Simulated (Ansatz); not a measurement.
Harmonic frequencies (cm⁻¹) at PBE0-D4/def2-TZVP from Ansatz: 3, 72, 93, 158, 234, 235, 241, 264, 278, 287, 371, 373, 416, 538, 673, 830, 962, 963, 964, 1031, 1037, 1207, 1228, 1239, 1395, 1398, 1424, 1471, 1473, 1475, 1494, 1497, 1503, 3016, 3017, 3022, 3088, 3090, 3096, 3117, 3120, 3122.

Problem. Which molecule is it?
A. `C[O][GaH2]`
B. `[SiH3][Ga]([SiH3])[SiH3]`
C. `C[C](C)(C)[Ga]([F])[Cl]`
D. `[CH3][Ga]([Br])[Br]`

Solution. C.
